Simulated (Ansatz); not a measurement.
Cost and result for the atomization energy of CH$_{3}$F$_{2}$Ga (`[CH3][Ga]([F])[F]`) (7 atoms, 6 bonds).

```xyz
7

C    -0.2951    0.7066    0.5716
Ga    0.2916   -0.7282   -0.5862
F     1.1049   -2.1754   -0.0415
F     0.0903   -0.7537   -2.3215
H    -1.1261    1.2415    0.1134
H    -0.5959    0.3051    1.5389
H     0.5303    1.4040    0.7254
```

The species carries charge 0 and has multiplicity 1. Correlated methods include outer-core shells of Ga, which these sets cover unevenly. Scalar relativity is left out up to krypton. The geometry is a stationary point of PBE0-D4/def2-TZVP. Program: Ansatz. All runs use 4 threads of a server CPU on a shared host. Times are those of one run each, without the atoms' runs, and a repeat can differ threefold. Electronic energies, without spin–orbit coupling; frozen cores. CCSD(T)/CBS adds CCSD(T) − MP2 in def2-TZVPP to the MP2 limit, and its time is that of the two runs behind it. T1 = 0.014. With those shells the extrapolation isn't a true limit. B3LYP takes the VWN-RPA correlation (the form of Gaussian; ORCA's B3LYP/G).

CCSD(T)/CBS is a level of theory with its own doubt, some kJ/mol a heavy atom from the limit and from the frozen cores, so smaller differences don't rank the functionals.

| level | functions | wall time | atomization (kcal/mol) | difference from CCSD(T)/CBS | per bond |
| --- | --- | --- | --- | --- | --- |
| LDA (SPW92)/def2-TZVPP | 183 | 1.8 s | 689.7 | 84.0 | 14.0 |
| PBE-D4/def2-TZVPP (with forces) | 183 | 2.4 s | 611.0 | 5.3 | 0.9 |
| BHLYP-D4/def2-TZVPP | 183 | 2.9 s | 576.9 | -28.8 | -4.8 |
| CAM-B3LYP-D4/def2-TZVPP | 183 | 3.2 s | 603.5 | -2.2 | -0.4 |
| B3LYP-D4/def2-TZVPP (with forces) | 183 | 3.7 s | 596.0 | -9.7 | -1.6 |
| B2PLYP/def2-TZVPP | 183 | 4.6 s | 597.1 | -8.6 | -1.4 |
| r2SCANh-D4/def2-TZVPP | 183 | 5 s | 599.6 | -6.1 | -1.0 |
| CCSD(T)/def2-SVP | 89 | 5 s | 574.5 | -31.2 | -5.2 |
| ωB97X-V/def2-TZVPP | 183 | 7.5 s | 603.8 | -1.9 | -0.3 |
| B97M-V/def2-TZVPP | 183 | 8.5 s | 601.4 | -4.3 | -0.7 |
| MP2/def2-QZVPP | 350 | 17 s | 619.2 | 13.5 | 2.2 |
| CCSD(T)/def2-TZVPP | 183 | 85 s | 593.3 | -12.4 | -2.1 |
| CCSD(T)/CBS(def2) | – | 100 s | 605.7 | 0.0 | 0.0 |

At CCSD(T), def2-SVP lies −31.3 kcal/mol from the extrapolated value and def2-TZVPP −12.4 kcal/mol: correlation converges slowly with the basis, and small sets miss more of it in the bonded molecule than in its fragments. From BLYP to BHLYP (50 % exact exchange), in def2-TZVPP and without D4, the atomization energy moves by −18.3 kcal/mol: exact exchange takes away binding that semilocal exchange gives to molecules. In def2-TZVPP, CCSD(T) changes the Hartree–Fock value by +148.7 kcal/mol (the triples alone add +8.9 kcal/mol) and MP2 by +166.9 kcal/mol; breaking electron pairs costs correlation energy, which Hartree–Fock lacks.
